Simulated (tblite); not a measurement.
Record of a relaxation.

Species: C6H10FNSi.
Atom-mapped SMILES: `[CH3:1][CH2:2][C@@H:3]1[CH2:4][C@H:5]([C:6]#[N:7])[Si@H:8]1[F:9]` (hydrogens: H10, H11, H12 on C1; H13, H14 on C2; H15 on C3; H16, H17 on C4; H18 on C5; H19 on Si8)

Computed with GFN2-xTB (tblite), gas phase: L-BFGS steps from a force-field or distance-geometry start until the largest atomic force falls under 0.01 eV/Å. 4 of its 92 geometries are shown.

Step 0: E = -743.4452 eV, largest atomic force 2.058 eV/Å
```
atom  x, y, z in Å  |  force x, y, z in eV/Å
C1      2.530    0.121   -0.793   -0.177   0.149  -0.435
C2      1.562    0.460    0.336    0.817  -0.433   0.064
C3      0.339   -0.428    0.270   -1.273   1.609   0.165
C4     -0.714   -0.098   -0.876    0.392  -1.427   0.519
C5     -1.982   -0.535   -0.037   -0.447   1.124  -0.670
C6     -3.167    0.254   -0.265   -0.825   0.007  -0.581
N7     -4.114    0.894   -0.449    1.281  -0.748   0.308
Si8    -1.053   -0.015    1.519    0.741   0.566   0.297
F9     -1.119   -1.120    2.672   -0.203  -0.208   0.673
H10     2.819   -0.929   -0.753   -0.004   0.115   0.034
H11     2.053    0.306   -1.767    0.204  -0.056   0.316
H12     3.420    0.738   -0.722    0.125   0.002  -0.068
H13     1.302    1.521    0.303   -0.128  -0.153  -0.099
H14     2.091    0.293    1.294   -0.298   0.030  -0.298
H15     0.572   -1.484    0.329    0.237  -0.102  -0.393
H16    -0.714    0.948   -1.182   -0.091  -0.106   0.390
H17    -0.561   -0.697   -1.775   -0.127  -0.040   0.016
H18    -2.161   -1.620   -0.071   -0.094   0.446  -0.220
H19    -1.114    1.401    1.960   -0.130  -0.775  -0.016
```

Step 30: E = -743.8206 eV, largest atomic force 0.118 eV/Å
```
atom  x, y, z in Å  |  force x, y, z in eV/Å
C1      2.516    0.130   -0.873   -0.018   0.009   0.020
C2      1.587    0.507    0.280    0.000   0.006   0.014
C3      0.339   -0.366    0.345   -0.013   0.025  -0.010
C4     -0.681   -0.173   -0.801    0.010  -0.032  -0.002
C5     -1.983   -0.457   -0.010   -0.010   0.019   0.044
C6     -3.111    0.324   -0.391    0.116  -0.022  -0.004
N7     -3.994    0.987   -0.695   -0.032   0.025   0.010
Si8    -1.048   -0.079    1.634   -0.049  -0.017  -0.019
F9     -1.247   -1.224    2.756    0.024  -0.005   0.009
H10     2.806   -0.917   -0.807   -0.020   0.009   0.004
H11     2.037    0.296   -1.836   -0.040  -0.025   0.046
H12     3.418    0.736   -0.838   -0.007  -0.004  -0.004
H13     1.290    1.552    0.170    0.003   0.010   0.028
H14     2.131    0.412    1.222    0.007   0.015  -0.014
H15     0.653   -1.416    0.377    0.033   0.013  -0.030
H16    -0.673    0.864   -1.137    0.002  -0.016  -0.047
H17    -0.535   -0.823   -1.661   -0.003  -0.021  -0.022
H18    -2.254   -1.516   -0.065   -0.024   0.024  -0.014
H19    -1.260    1.174    2.323    0.020  -0.012  -0.011
```

Step 61: E = -743.8419 eV, largest atomic force 0.084 eV/Å
```
atom  x, y, z in Å  |  force x, y, z in eV/Å
C1      2.458    0.192   -0.880   -0.004   0.006  -0.003
C2      1.546    0.543    0.290   -0.036  -0.018   0.009
C3      0.356   -0.406    0.375   -0.029  -0.021  -0.010
C4     -0.645   -0.312   -0.803   -0.026   0.024  -0.016
C5     -1.980   -0.451   -0.024    0.013  -0.003  -0.002
C6     -2.990    0.479   -0.401   -0.051   0.018  -0.007
N7     -3.787    1.255   -0.677    0.073  -0.041  -0.002
Si8    -1.055   -0.134    1.637    0.018  -0.002   0.031
F9     -1.239   -1.325    2.715   -0.014  -0.002  -0.003
H10     2.837   -0.823   -0.780    0.011  -0.001   0.011
H11     1.914    0.263   -1.818    0.003  -0.001  -0.037
H12     3.304    0.873   -0.924    0.022   0.007   0.004
H13     1.188    1.569    0.173    0.010  -0.010   0.029
H14     2.113    0.489    1.223   -0.004   0.025  -0.009
H15     0.742   -1.429    0.446    0.011   0.013   0.005
H16    -0.590    0.669   -1.273    0.001   0.013  -0.012
H17    -0.510   -1.071   -1.573   -0.020  -0.007   0.018
H18    -2.392   -1.460   -0.090    0.000   0.008   0.002
H19    -1.281    1.087    2.377    0.023  -0.005  -0.009
```

Step 91: E = -743.8459 eV, largest atomic force 0.009 eV/Å
```
atom  x, y, z in Å  |  force x, y, z in eV/Å
C1      2.447    0.231   -0.880    0.003  -0.003   0.000
C2      1.512    0.550    0.282    0.002   0.002  -0.003
C3      0.357   -0.443    0.372    0.001   0.001  -0.004
C4     -0.652   -0.375   -0.801   -0.008   0.001  -0.002
C5     -1.986   -0.442   -0.011   -0.004  -0.001  -0.001
C6     -2.938    0.540   -0.405   -0.006   0.005  -0.002
N7     -3.671    1.365   -0.714    0.005  -0.006   0.005
Si8    -1.042   -0.166    1.646    0.001   0.001  -0.002
F9     -1.271   -1.366    2.704    0.000  -0.001  -0.003
H10     2.875   -0.763   -0.763    0.002   0.002   0.002
H11     1.910    0.263   -1.825    0.003   0.001   0.002
H12     3.260    0.952   -0.925   -0.004  -0.005   0.003
H13     1.114    1.560    0.160   -0.001   0.002   0.001
H14     2.076    0.528    1.217    0.004   0.002  -0.002
H15     0.780   -1.450    0.447    0.000   0.001  -0.001
H16    -0.573    0.579   -1.323    0.002  -0.002   0.000
H17    -0.548   -1.177   -1.530    0.004  -0.001   0.004
H18    -2.455   -1.427   -0.069    0.000   0.001   0.002
H19    -1.206    1.052    2.407   -0.001   0.000   0.002
```

**Question.** Summarise the path.

**Answer.** The energy falls by 9.24 kcal/mol from step 0 to step 91; nine tenths of that is first reached at step 23. It rises by more than 0.2 meV at step 2. The largest force goes from 2.058 to 0.009 eV/Å. Among the bonds C3–C4 changes most, from 1.591 to 1.549 Å; the atoms move by 0.338 Å rms after alignment.

The cost below is that of the whole relaxation. On one thread, Arm Neoverse V2 (aarch64), no GPU, shared host, this took 0.63 s of wall time.
